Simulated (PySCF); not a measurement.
Molecule: `InChI=1S/C7H7N/c1-2-7-3-5-8-6-4-7/h2-6H,1H2`.

Atom-mapped SMILES (the numbers label the heavy atoms): `[CH2:1]=[CH:2][c:3]1[cH:4][cH:5][n:6][cH:7][cH:8]1`. Each H is labelled by its parent atom. Ha(C1) is cis to C3; Hb(C1) is trans to C3.

Geometry PBE0-D3(BJ)/def2-SVP throughout; GIAO in PySCF, gas phase, one conformer, non-relativistic; equivalent atoms averaged; functional PBE0.

Task: How do the shifts δ (against TMS, NH3 at the same level) depend on the basis set? (a selection of nuclei; ppm; last column core-seconds on shared hosts with different chips, so compare them loosely)

Result: 
```tsv
basis set	functions	C5/C7	C2	C1	C4/C8	N6	H(C4)/H(C8)	H(C2)	Ha(C1)	Hb(C1)	core-s
STO-3G	47	121.7	114.1	106.9	106.0	272.9	7.21	6.63	6.15	5.80	4.8
pcSseg-0	86	163.7	148.5	131.8	130.2	390.7	7.28	6.82	6.79	6.04	12
6-31G	86	145.6	134.0	116.2	117.8	334.3	7.34	6.86	6.63	5.93	10
6-31G*	126	144.1	130.8	114.0	115.3	314.9	6.99	6.46	6.20	5.54	16
cc-pVDZ	147	149.4	137.1	117.8	120.6	340.4	7.04	6.49	6.36	5.58	27
def2-SVP	147	148.2	136.0	117.3	119.2	340.6	7.03	6.46	6.31	5.53	25
pcSseg-1	171	156.4	143.8	124.1	124.7	363.9	7.18	6.64	6.50	5.78	26
aug-cc-pVDZ	247	149.9	137.0	116.8	119.2	333.8	7.50	6.97	6.59	5.76	58
6-311+G(2d,p)	258	154.7	142.3	121.2	123.2	349.4	7.41	6.86	6.48	5.62	48
def2-TZVP	290	156.2	143.6	122.2	124.5	357.8	7.40	6.90	6.49	5.66	73
```

Task: Which nucleus among those listed moves most, in ppm?

Result: N6 (pyridine-type ring nitrogen): from 272.9 ppm with STO-3G to 390.7 ppm with pcSseg-0. The smallest spread is 0.50 ppm, at Hb(C1). Proton shifts span only some 12 ppm, so a few tenths of a ppm matter as much there as several ppm in carbon.

Task: Taking the largest basis, def2-TZVP (290 functions), as the yardstick, rank the others by their worst heavy-atom deviation.

Result: pcSseg-1 6.1 ppm (171 functions), 6-311+G(2d,p) 8.4 ppm (258 functions), def2-SVP 17.1 ppm (147 functions), cc-pVDZ 17.4 ppm (147 functions), 6-31G 23.5 ppm (86 functions), aug-cc-pVDZ 24.0 ppm (247 functions), pcSseg-0 32.9 ppm (86 functions), 6-31G* 42.9 ppm (126 functions), STO-3G 84.9 ppm (47 functions).

A small basis that lands close on one nucleus may do so by chance; judge by the trend and by all nuclei.
